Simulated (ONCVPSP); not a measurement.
hafnium: one change to an ONCV potential, before and after

ONCVPSP 4.0.1 input, shortened (lines: element, Z, core and valence counts, functional; n l f; lmax; l rc ep ncon nbas qcut; lloc lpopt rc5 dvloc0; l nproj debl; icmod fcfact rcfact), PBE, fully relativistic:

```
  Hf 72.00   10    4        4      upf
    1    0    2.00
    2    0    2.00
    2    1    6.00
    3    0    2.00
    3    1    6.00
    3    2   10.00
    4    0    2.00
    4    1    6.00
    4    2   10.00
    4    3   14.00
    5    0    2.00
    5    1    6.00
    5    2    2.00
    6    0    2.00
    2
    0    1.95    0.00    3    7    5.50
    1    1.75    0.00    4    7    7.90
    2    2.00    0.00    4    9    4.60
    4    1    1.40    0.00
    0    2    3.20
    1    1    3.40
    2    2    2.40
    3    4.75    1.70
```

Open shells are filled in proportion to 2j + 1.

Change: all radii but the core radius scaled by about 0.81 (s 1.58, p 1.42, d 1.62 bohr); local potential polynomial inside 1.14 bohr (lpopt 1, dvloc0 0 Ha).

Cutoffs: the cutoffs (Ha) at which the residual kinetic energy of the hardest occupied pseudo-wave falls to 1 and 0.1 mHa per electron; they do not see the model core or the augmentation charge, which bear on the density cutoff. Errors are all-electron minus pseudo energies relative to the spin-unpolarised reference configuration.

Problem. What does the change do?

Solution. The potential gets harder (20 Ha and 54 Ha → 26 Ha and 56 Ha); the errors of the 3 common tests hardly move; neither file shows a bound ghost. A smaller radius makes the pseudo-wave follow the all-electron one further in, where it bends more sharply, so more plane waves are needed.

| quantity | base | changed |
| --- | --- | --- |
| cutoff, loose | 20 Ha | 26 Ha |
| cutoff, tight | 54 Ha | 56 Ha |
| loose cutoff by channel | s 9.5 Ha, p 20 Ha, d 12 Ha | s 14 Ha, p 26 Ha, d 12 Ha |
| bound ghosts | none | none |
| GHOST(+) flags under 300 eV | d3/2 at 186.3 eV | s at 127.2 eV |
| tests with a reliable result | 3 of 4 | 3 of 4 |
| error for 5s2 5p6 5d2 6s1, meV [ΔE 7.98 eV] | -6.4 | -5.6 |
| error for 5s2 5p6 5d2 6s0, meV [ΔE 22.16 eV] | -47 | -41 |
| error for 5s2 5p6 5d2 6s1.5, meV [ΔE 3.26 eV] | -1.1 | -1.0 |
| rms error of d²Exc/dni dnj with the model core, mHa | 1.39 | 1.38 |
